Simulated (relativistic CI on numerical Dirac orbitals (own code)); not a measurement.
# Level scheme of Tc IV

Method of calculation: Dirac-Coulomb-Breit CI, KLI orbitals optimised for each configuration, a model potential for QED, valence Slater integrals scaled by 0.85, P86 correlation energy added to each configuration (own radial code, finite nucleus).

CI space (outside the closed core [Ar] 3d10): 4s²4p⁶4d⁴, 4s²4p⁶4d³5s, 4s²4p⁶4d³5p, 4s²4p⁶4d³4f, 4s²4p⁶4d³6s, 4s²4p⁶4d³5d, 4s²4p⁵4d⁵, 4s²4p⁶4d²5s5p, 4s²4p⁶4d³6p, 4s²4p⁶4d³6d, 4s²4p⁶4d³7s, 4s²4p⁶4d³5f, 4s²4p⁶4d³7p, 4s²4p⁶4d³5g, 4s²4p⁶4d³7d, 4s²4p⁶4d²4f5s, 4s²4p⁵4d⁴4f, 4s²4p⁶4d²5p5d, 4s4p⁶4d⁵, 4s²4p⁶4d²5s², 4s²4p⁶4d5s²5p, 4s²4p⁶4d4f5s², 4s²4p⁶4d5s²6s, 4s²4p⁶4d5s²5d, 4s²4p⁶4d²4f², 4s²4p⁶4d4f²5s, 4s²4p⁶4d4f²5p, 4s²4p⁶4d4f³, 4s²4p⁶4d4f²6s, 4s²4p⁶4d4f²5d, 4s²4p⁶4d²5p², 4s²4p⁶4d5s5p², 4s²4p⁶4d5p³, 4s²4p⁶4d4f5p², 4s²4p⁶4d5p²6s, 4s²4p⁶4d5p²5d, 4s²4p⁶4d²5s5d, 4s²4p⁶4d5s5p5d, 4s²4p⁶4d4f5s5d, 4s²4p⁶4d5s5d6s, 4s²4p⁶4d5s5d². Double excitations out of closed p, d and f shells are left out; levels of such configurations are missing from the list, as are those of other unlisted configurations, and high levels can miss mixing partners. These lack a partner that the ground configuration has and come out too high: 4s²4p⁶4d³6p, 4s²4p⁶4d³6d, 4s²4p⁶4d³7s, 4s²4p⁶4d³5f, 4s²4p⁶4d³7p.

The lowest level is 4s²4p⁶4d⁴ ⁵D0, with 97 % of that term; Hund's rules for 4s²4p⁶4d⁴ give ⁵D with J = 0, in agreement.

```
No.  Configuration  Term  J  E (cm⁻¹)    %  Next component (%)  Lifetime (s)
  1      4s²4p⁶4d⁴    ⁵D  0       0.0   97                2 ³P              
  2      4s²4p⁶4d⁴    ⁵D  1     323.5   98                1 ³P      5.56e+02
  3      4s²4p⁶4d⁴    ⁵D  2     889.1   99                          9.88e+01
  4      4s²4p⁶4d⁴    ⁵D  3    1621.6   99                          5.55e+01
  5      4s²4p⁶4d⁴    ⁵D  4    2472.8   98                1 ³F      6.05e+01
  6      4s²4p⁶4d⁴    ³P  0   14726.8   93                4 ¹S      3.39e-01
  7      4s²4p⁶4d⁴    ³H  4   15258.1   86                7 ³G      1.16e+01
  8      4s²4p⁶4d⁴    ³H  5   16042.0   92                7 ³G      7.93e+01
  9      4s²4p⁶4d⁴    ³P  1   16450.9   96                1 ³D      4.06e-01
 10      4s²4p⁶4d⁴    ³H  6   16735.7   97                3 ¹I      1.46e+02
 11      4s²4p⁶4d⁴    ³F  3   17340.8   64               34 ³G      9.19e-01
 12      4s²4p⁶4d⁴    ³F  2   17550.7   97                2 ¹D      1.28e+00
 13      4s²4p⁶4d⁴    ³F  4   17818.3   71               17 ³G      6.23e-01
 14      4s²4p⁶4d⁴    ³P  2   18874.8   94                4 ³D      6.80e-01
 15      4s²4p⁶4d⁴    ³G  3   19543.1   64               34 ³F      1.49e+00
 16      4s²4p⁶4d⁴    ³G  4   19944.4   73               18 ³F      2.40e+00
 17      4s²4p⁶4d⁴    ³G  5   20459.6   92                7 ³H      3.10e+00
 18      4s²4p⁶4d⁴    ³D  3   23786.5   97                1 ¹F      7.74e-01
 19      4s²4p⁶4d⁴    ¹I  6   23980.2   97                3 ³H      1.74e+00
 20      4s²4p⁶4d⁴    ³D  2   24033.6   90                4 ¹D      7.56e-01
 21      4s²4p⁶4d⁴    ³D  1   24373.3   98                1 ³P      6.29e-01
 22      4s²4p⁶4d⁴    ¹G  4   25164.7   87                6 ³F      4.75e-01
 23      4s²4p⁶4d⁴    ¹S  0   27836.3   94                5 ³P      3.11e-01
 24      4s²4p⁶4d⁴    ¹D  2   30013.1   91                4 ³D      4.30e-01
 25      4s²4p⁶4d⁴    ¹F  3   33459.2   94                3 ³F      7.31e-01
 26      4s²4p⁶4d⁴    ³P  2   39233.7   97                1 ¹D      2.83e-01
 27      4s²4p⁶4d⁴    ³F  4   40010.2   97                2 ¹G              
 28      4s²4p⁶4d⁴    ³F  2   40116.9   98                1 ¹D              
 29      4s²4p⁶4d⁴    ³F  3   40356.5   95                3 ¹F              
 30      4s²4p⁶4d⁴    ³P  1   40911.1   98    1 4s²4p⁶4d³5s ³P              
 31      4s²4p⁶4d⁴    ³P  0   41779.1   97                1 ¹S              
 32      4s²4p⁶4d⁴    ¹G  4   45330.0   96                2 ³F              
 33      4s²4p⁶4d⁴    ¹D  2   59299.5   98                                  
 34    4s²4p⁶4d³5s    ⁵F  1   77394.7   99                1 ³D              
 35      4s²4p⁶4d⁴    ¹S  0   77605.0   98                                  
 36    4s²4p⁶4d³5s    ⁵F  2   77946.2   99                1 ³D              
 37    4s²4p⁶4d³5s    ⁵F  3   78756.6   99                                  
 38    4s²4p⁶4d³5s    ⁵F  4   79783.3   99                                  
 39    4s²4p⁶4d³5s    ⁵F  5   80970.8   98                1 ³G              
 40    4s²4p⁶4d³5s    ³F  2   87871.5   97                1 ¹D              
 41    4s²4p⁶4d³5s    ³F  3   89223.2   95                2 ³G              
 42    4s²4p⁶4d³5s    ⁵P  1   89578.8   96                3 ³P              
 43    4s²4p⁶4d³5s    ⁵P  2   89840.7   93                6 ³P              
 44    4s²4p⁶4d³5s    ³F  4   90755.1   93                4 ³G              
 45    4s²4p⁶4d³5s    ⁵P  3   91043.3   99                1 ³D              
 46    4s²4p⁶4d³5s    ³G  3   93754.1   97                2 ³F              
 47    4s²4p⁶4d³5s    ³G  4   94079.1   88                6 ³H              
 48    4s²4p⁶4d³5s    ³G  5   94585.7   84               12 ³H              
 49    4s²4p⁶4d³5s    ³P  1   96637.8   58               35 ³D              
 50    4s²4p⁶4d³5s    ³P  0   96645.1   99                                  
 51    4s²4p⁶4d³5s    ³P  2   97068.7   58               31 ³D              
 52    4s²4p⁶4d³5s    ³H  4   97191.1   73               22 ¹G              
 53    4s²4p⁶4d³5s    ³H  5   98552.2   87               12 ³G              
 54    4s²4p⁶4d³5s    ³P  1   98578.3   46               34 ³D              
 55    4s²4p⁶4d³5s    ³H  6   98701.9  100                                  
 56    4s²4p⁶4d³5s    ³D  2  100064.1   58               40 ³P              
 57    4s²4p⁶4d³5s    ³D  3  100119.1   98                1 ³F              
 58    4s²4p⁶4d³5s    ³P  1  100297.1   69               22 ³D              
 59    4s²4p⁶4d³5s    ¹G  4  100518.9   73               20 ³H              
 60    4s²4p⁶4d³5s    ³P  0  100684.5   98      1 4s²4p⁶4d⁴ ³P              
 61    4s²4p⁶4d³5s    ³P  2  101873.0   89                8 ³D              
 62    4s²4p⁶4d³5s    ¹H  5  103350.2   97                1 ³G              
 63    4s²4p⁶4d³5s    ¹P  1  104262.6   72               20 ³P              
 64    4s²4p⁶4d³5s    ¹D  2  105100.8   92                4 ³P              
 65    4s²4p⁶4d³5s    ³F  4  108812.9   99                                  
 66    4s²4p⁶4d³5s    ³F  3  109035.7   98                1 ³D              
 67    4s²4p⁶4d³5s    ³F  2  109260.3   98                1 ¹D              
 68    4s²4p⁶4d³5s    ¹F  3  114335.5   97                1 ³D              
 69    4s²4p⁶4d³5s    ³D  3  124073.6   97                1 ¹F              
 70    4s²4p⁶4d³5s    ³D  2  124311.5   98
```

Energies count from the lowest computed level; lifetimes are radiative, by E1, M1, E2 decay to levels of this space only; some are left blank where a channel outside the calculation adds to the decay or the decay crosses a small, uncertain gap.

The mean weight of the leading LS term, summed over parents, in these 70 levels is 90 %, and that of the leading jj configuration (from the same eigenvectors) 58 %, so LS coupling describes them better.

Correlation outside the listed configurations is missing or only estimated: errors of thousands of cm⁻¹ between configurations and terms are usual at this charge. Rates and lifetimes follow the computed energies and can be off by large factors. The fine structure of a lone outer electron comes out too small, for d and f at times inverted, and misplaced configurations move strength between like terms.

Landé's interval rule says that E(J) − E(J−1) = AJ with one A. For the ground term the intervals give A = 323.5, 282.8, 244.2, 212.8 cm⁻¹ for J = 1, 2, 3, 4; the multiplet is regular.
